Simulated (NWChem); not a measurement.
Lowest excitation of F₂Si

```xyz
3

Si     0.0000     0.0000    -0.5881
F     -1.2465     0.0000     0.4574
F      1.2465     0.0000     0.4574
```
Charge 0, spin multiplicity 1.

The numbers come from NWChem runs, not from measurements. The geometry was optimised at PBE0/def2-SVP, a minimum by its harmonic frequencies.

Basis set: def2-SVPD. CR-EOMCCSD(T) is the triples correction to the same EOM-CCSD root.

The correlated methods keep 7 core orbitals frozen. B3LYP has NWChem's definition, with VWN1-RPA local correlation. The structure started from a generated list of species. Coupled-cluster values serve here as a point of comparison, not as the truth.

**Question.** For the lowest vertical singlet excitation energy, EOM-CCSD gives 5.75 eV and CR-EOMCCSD(T) gives 5.65 eV. What do CIS, TD-PBE, TD-B3LYP give?

**Answer.** CIS: 6.12 eV; TD-PBE: 5.37 eV; TD-B3LYP: 5.54 eV.
